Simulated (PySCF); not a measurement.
**Cl⁺: ionisation energy**

Cl⁺ [Ne] 3s2 3p4 (3P) → Cl²⁺ [Ne] 3s2 3p3 (4S), as a difference of total energies. All numbers are calculated (PySCF 2.14, the spin-free X2C one-electron Hamiltonian (Gaussian nucleus), in aug-cc-pCVTZ-DK (8s7p5d3f, 75 functions)). Correlated levels: nothing frozen. The calculations carry no spin-orbit coupling.

Problem. Order these methods by the ionisation energy they give, lowest first.
A. SCS-MP2 (all electrons)
B. CCSD(T) (all electrons)
C. MP2 (all electrons)
D. CCSD (all electrons)

Solution. C (23.390 eV), A (23.467 eV), D (23.502 eV), B (23.535 eV).

Errors of the correlated levels include the incompleteness of this basis.

For comparison: 23.771 eV (measured; NIST levels, between the centres of gravity of the two terms).
